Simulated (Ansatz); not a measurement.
Geometry optimisation of CoCl₂⁺.

```yaml
crystal:
  periodic: [false, false, false]
  atoms:
    - {symbol: Co, position_ang: [0.000056, 0.000035, -0.000002]}
    - {symbol: Cl, position_ang: [-0.015993, -0.020064, 2.088686]}
    - {symbol: Cl, position_ang: [0.015928, 0.020030, -2.088693]}
basis:
  gaussian: {orbitals: def2-TZVP}
total_charge: 1
magnetization: {spin_polarized: true, initial_magnetization: 4}
hamiltonian: {xc: pbe0, dispersion: d4}
scf: {lower_state_search: "off"}
output: {orbitals: {seedname: orbitals}}
relax: {f_tol: 0.02, max_steps: 100}
```

```sh
$ ansatz run in.yaml --threads 2 --pin off --events-out ev --progress --plain --max-ram 4352MiB
```

Shortened log:

```
Functional definition: PBE0
mean field -62651.28793378 eV, -2302.3923649981 hartree, gradient 2.6e-6 eV, S^2 6.016930; 0 other end points of the search recorded, 0 dependent functions left out
relax step   1: F+E_penalty+E_count = -62651.34222730 eV  Δ(F+E_penalty+E_count) = +0.000e0 eV  max|allowed force component| = 9.421e-1 eV/Å  Δτ_max = 0.0000 Å  (74 SCF iters, accepted)
mean field -62651.33787443 eV, -2302.3942002833 hartree, gradient 1.4e-6 eV, S^2 6.016765; 0 other end points of the search recorded, 0 dependent functions left out
relax step   2: F+E_penalty+E_count = -62651.39319675 eV  Δ(F+E_penalty+E_count) = -5.097e-2 eV  max|allowed force component| = 8.581e-2 eV/Å  Δτ_max = 0.0479 Å  (30 SCF iters, accepted)
mean field -62651.33811315 eV, -2302.3942090562 hartree, gradient 3.5e-6 eV, S^2 6.016747; 0 other end points of the search recorded, 0 dependent functions left out
relax step   3: F+E_penalty+E_count = -62651.39354578 eV  Δ(F+E_penalty+E_count) = -3.490e-4 eV  max|allowed force component| = 1.721e-2 eV/Å  Δτ_max = 0.0051 Å  (20 SCF iters, accepted)
Total energy: -62651.39357071 eV, -2302.3962470839 hartree
Atom 0 at     0.000041     0.000026    -0.000002 Å, force    -0.000020    -0.000012    -0.000000 eV/Å
Atom 1 at    -0.015580    -0.019551     2.035689 Å, force    -0.000122    -0.000159     0.017208 eV/Å
Atom 2 at     0.015531     0.019526    -2.035696 Å, force     0.000141     0.000171    -0.017208 eV/Å
Dipole moment:     0.000039     0.000023     0.000001 e Å
Checks for a lower state left out: stability, starts, cluster_reference, orbital_swaps, neighbouring_geometries, increment
```

Run time 7.5 s (2 threads of Intel Xeon Platinum 8559C on a shared host).
